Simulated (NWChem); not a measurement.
# GaH$_{3}$S$_{2}$; SMILES [SH][GaH][SH]

```xyz
6

Ga     0.0000     0.0000    -0.5820
H      0.0000     0.0000    -2.1408
S     -1.8446    -0.0253     0.6183
H     -2.6569    -0.0357    -0.4617
S      1.8446     0.0253     0.6183
H      2.6569     0.0357    -0.4617
```
Atoms are numbered in this order, from 1.

Computed with NWChem. Coordinates come from a PBE0/def2-SVP optimisation. Vzz is the largest principal value of the second derivative of the potential at the nucleus (NWChem prints the opposite sign); η is the asymmetry. Non-relativistic.

For level PBE/def2-TZVP:

| Property | Result |
|---|---|
| Vzz Ga1 (a.u.) | 2.303 |
| Vzz S5 (a.u.) | -1.656 |

**Question.** What are these values for level PBE0/def2-SVP?

**Answer.** The vzz Ga1 (a.u.) is 1.977 and the vzz S5 (a.u.) comes out as -1.596.
